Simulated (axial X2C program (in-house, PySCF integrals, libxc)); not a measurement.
# Spin–orbit effects down a group: molecules with Sn, HF

All values come from calculations with an axial X2C code built on PySCF integrals, spin-free (one-electron X2C) or two-component (2c: spin–orbit coupling with atomic mean-field Coulomb and Gaunt terms, which also bring small scalar terms), in Dyall basis sets with cores contracted in-house; open shells are unrestricted.

Basis sets: As dyall-cv3z, N dyall-av3z, P dyall-v3z, Sn dyall-cv3z.

```
molecule   spin-free state  Re (Å)  ωe (cm⁻¹)  De (eV)  2c state  Re 2c (Å)  ωe 2c (cm⁻¹)  De 2c (eV)
     SnN  M_S = 1/2, Λ = 1   2.078      516.1     0.19   Ω = 3/2      2.082         510.3         n/a
     SnP  M_S = 1/2, Λ = 1   2.463      298.0     0.82   Ω = 3/2      2.472         296.1         n/a
    SnAs  M_S = 1/2, Λ = 1   2.568      203.5     0.67   Ω = 3/2      2.575         201.5         n/a
```

(1) Work out the shifts from the spin-free to the two-component result.

Each entry is the lowest single determinant of a limited PBE0 search at one distance. De goes to single-determinant-based atoms at the same level (for ions the charge split of lowest energy) and is withheld (n/a) where an atom does not fit its ground term or J level. Main or longest-lived isotopes. One determinant is a doubtful description, or other states lie close, for SnN, SnP, SnAs; these need not be ground states, and all values refer to the states named.

## Answers

(1) 

```json
{"molecule": "SnN", "2c state": "Ω = 3/2", "ΔRe (Å)": "0.004", "Δωe (cm⁻¹)": "-5.8", "ΔDe (eV)": "n/a"}
{"molecule": "SnP", "2c state": "Ω = 3/2", "ΔRe (Å)": "0.009", "Δωe (cm⁻¹)": "-1.9", "ΔDe (eV)": "n/a"}
{"molecule": "SnAs", "2c state": "Ω = 3/2", "ΔRe (Å)": "0.007", "Δωe (cm⁻¹)": "-2.0", "ΔDe (eV)": "n/a"}
```

Shifts of one unit in the last digit are rounding.
